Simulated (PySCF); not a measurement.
CH3F3Si. Atoms are numbered in the order given.

```xyz
8

C      0.0000     0.0000     1.8048
Si     0.0000     0.0000    -0.0300
F     -1.2924    -0.7462    -0.6288
F      1.2924    -0.7462    -0.6288
F      0.0000     1.4924    -0.6288
H     -0.8929     0.5155     2.1900
H      0.8929     0.5155     2.1900
H      0.0000    -1.0310     2.1900
```

The structure is a stationary point at ωB97X-D3(BJ)/def2-SVP.

Computed with CAM-B3LYP/def2-TZVP (PySCF).

ESP charges are fitted to the potential on shells at 1.4 to 2.0 van der Waals radii. Atomic charges (e):

```csv
atom,ESP fit,Mulliken
C1,-0.84,…
Si2,1.14,…
F3,-0.33,…
F4,-0.33,…
F5,-0.33,…
H6,0.23,…
H7,0.23,…
H8,0.23,…
```

### Question
Fill in the missing entries. (The exact figures need the calculation; the answer reports its results.)

### Answer

- C1, Mulliken: -0.49
- Si2, Mulliken: 0.96
- F3, Mulliken: -0.31
- F4, Mulliken: -0.31
- F5, Mulliken: -0.31
- H6, Mulliken: 0.15
- H7, Mulliken: 0.15
- H8, Mulliken: 0.15

Computed Mayer and Wiberg (Löwdin basis) orders of the bonds:
```
bond    Mayer  Wiberg
------  -----  ------
C1–Si2   1.05    1.22
Si2–F3   1.12    1.71
Si2–F4   1.12    1.71
Si2–F5   1.12    1.71
C1–H6    0.94    0.89
C1–H7    0.94    0.89
C1–H8    0.94    0.89
```
